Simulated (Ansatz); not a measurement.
`C[N](C)[Cd][F]` + CH₃SH → `C[S][Cd][N](C)C` + H–F at 600 K and 1 bar (ligand exchange at a Cd–F bond).

Calculated with Ansatz (gas phase, PBE0-D4/def2-TZVP geometries, no zero-point term in ΔE). CCSD(T)/CBS is the MP2 limit (def2-TZVPP, def2-QZVPP) plus CCSD(T) − MP2 in def2-TZVPP, frozen cores. This one scheme is used for every species. Elements past krypton have def2 core potentials. For Cd outer-core shells are correlated without core-valence functions, which leaves a few kJ/mol of doubt a bond. One conformer a species, not always the lowest.

```csv
species,CCSD(T)/CBS energy (Eh),H − E (kJ/mol),S (J/(mol·K))
`C[N](C)[Cd][F]`,-401.91318,278.1,448.4
CH₃SH,-438.22835,152.3,296.8
`C[S][Cd][N](C)C`,-739.76277,396.1,550.8
H–F,-100.39570,42.3,194.0
```

H − E and S are ideal-gas, rigid-rotor, harmonic terms from PBE0-D4/def2-TZVP, for one conformer and one mirror image of each species. 1 Eh = 2625.50 kJ/mol, R = 8.31446 J/(mol·K).

Question: By hand: ΔE, ΔH, ΔS and ΔG.

Answer: ΔE = (-739.76277) + (-100.39570) − (-401.91318) − (-438.22835) = -0.01694 Eh = -44.5 kJ/mol. Δ(H − E) = 396.1 + 42.3 − 278.1 − 152.3 = 8.0, so ΔH = -36.5 kJ/mol. ΔS = 550.8 + 194.0 − 448.4 − 296.8 = -0.4 J/(mol·K). ΔG = -36.5 − 600 × (-0.4)/1000 = -36.3 kJ/mol.

Question: By hand: the equilibrium constant, and the temperature at which ΔG would vanish if ΔH and ΔS stayed fixed.

Answer: log₁₀ K = −ΔG/(RT ln 10) = 3.2. ΔG = 0 at ΔH/ΔS = 91250 K, far beyond where these terms or the molecules hold.

The number of gas molecules stays the same, so ΔS is small and ΔH decides. A doubt of 5 kJ/mol in ΔE shifts log₁₀ K by 0.4 here. Other conformers and mirror images would add mixing entropy, several J/(mol·K) or more a flexible species. Modes under 60 cm⁻¹, often nearly free rotors, make the harmonic entropy too high. These are equilibria of isolated gas molecules and say nothing of rates. Largest T1 diagnostic: 0.016 (customary marks: 0.02 for closed shells, 0.045 for open ones).
